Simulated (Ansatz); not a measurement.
Relaxation of F3H4NOZr (10 atoms, charge 0, multiplicity 1), to a largest force component of 0.03 eV/Å in at most 50 steps.

Method: RKS PBE-D4/def2-SVP in Ansatz 0.2.0.

```xyz
10
Properties=species:S:1:pos:R:3:forces:R:3
Zr 0.203 0.046 0.030 -0.53 -0.05 1.65
N 0.032 -0.053 2.180 0.03 0.09 -1.49
H 0.284 -0.881 2.736 -0.01 0.05 -0.02
H 0.100 0.774 2.790 -0.02 -0.06 -0.03
F 2.045 -0.216 -0.409 -0.01 -0.01 0.01
F -0.227 1.786 -0.626 -0.01 0.00 0.00
F -0.655 -1.489 -0.737 0.00 0.01 0.00
O -2.872 0.168 1.088 0.76 -0.14 0.15
H -3.173 -0.729 0.843 0.02 0.04 0.00
H -2.190 -0.017 1.790 -0.22 0.08 -0.26
```

Q: Where does it end, and by what steps?

A: It converged. After 9 steps the energy has fallen by 0.485 eV; O8 moved furthest, 0.52 Å. Joined: Zr1–O8 (3.25 → 2.42 Å).

```
step  energy less start (eV)  largest force component (eV/Å)  accepted
   0                  0.0000                           1.645       yes
   1                 -0.1873                           1.011       yes
   2                 -0.3416                           0.967       yes
   3                 -0.4544                           0.973       yes
   4                 -0.4742                           0.474       yes
   5                 -0.4802                           0.262       yes
   6                 -0.4834                           0.151       yes
   7                 -0.4845                           0.039       yes
   8                 -0.4849                           0.034       yes
   9                 -0.4850                           0.016       yes
```

```xyz
10
Properties=species:S:1:pos:R:3
Zr -0.094 0.052 0.147
N -0.040 -0.043 2.230
H 0.379 -0.842 2.724
H 0.071 0.778 2.839
F 1.745 -0.266 -0.320
F -0.392 1.811 -0.562
F -0.837 -1.548 -0.651
O -2.395 0.158 0.895
H -2.891 -0.632 0.603
H -2.002 -0.077 1.781
```

Whether the end is a true minimum wasn't checked by a vibrational analysis.

The run took 17 s on 4 threads of Arm Neoverse V2, with other jobs on the host, peak memory 0.17 GiB.
